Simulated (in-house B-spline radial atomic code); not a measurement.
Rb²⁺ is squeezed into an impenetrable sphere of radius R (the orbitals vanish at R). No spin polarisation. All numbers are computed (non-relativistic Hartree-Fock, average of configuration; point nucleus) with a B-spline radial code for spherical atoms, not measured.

Energies in eV above the free ion in [Ar] 3d10 4s2 4p5:

```
R (bohr)  highest level (eV)  [Ar] 3d10 4s2 4p5  [Ar] 3d10 4s2 4p4 4d1  [Ne] 3s2 3p5 3d10 4s2 4p5 4f1  -dE/dV in [Ar] 3d10 4s2 4p5 (GPa)
    8.64               -39.7                  0                  21.28                          262.4                            8.7e-06
    6.57               -39.7           0.001103                  21.34                          264.2                             0.0063
    5.27               -39.7            0.04214                  21.72                          267.4                              0.356
    4.54               -39.5             0.2987                  22.59                          270.9                               3.28
    3.89               -38.8              1.606                   25.1                          276.6                               23.2
     3.2                 -36              9.033                  35.19                          291.1                                187
    2.65               -28.7              34.83                  65.18                          325.9                               1040
    2.09                -5.8              139.5                  177.7                          448.3                               6960
    1.99                2.12                180                  220.2                            494                              10100
    1.22                 235               1647                   1693                           2068                             320000
```

**Question.** Does [Ar] 3d10 4s2 4p4 4d1 fall below [Ar] 3d10 4s2 4p5 under compression?

**Answer.** No, it stays above over the whole range.

**Question.** Does [Ne] 3s2 3p5 3d10 4s2 4p5 4f1 fall below [Ar] 3d10 4s2 4p5 under compression?

**Answer.** No, it stays above over the whole range.

The highest level is first positive in the row R = 1.99 bohr, pushed up by confinement above the zero of the free ion's potential. Each configuration is held fixed and needn't be the lowest in the sphere.
